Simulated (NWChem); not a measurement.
Molecule: aminoborane (BNH4); SMILES BN

Computed with NWChem. Medium grid unless said otherwise, to which SCAN and Minnesota functionals are sensitive. The geometry was optimised at PBE0/def2-SVP.

For level Hartree-Fock/def2-TZVP:

| Quantity | Value |
|---|---|
| highest occupied level (eV) | -11.98 |
| orbital gap (eV) | 15.26 |
| dipole (D) | 1.76 |

Problem. Estimate the same quantities for level M06/def2-TZVP.

Solution. 
| Item | Result |
|---|---|
| highest occupied level (eV) | -8.78 |
| orbital gap (eV) | 8.88 |
| dipole (D) | 2.02 |
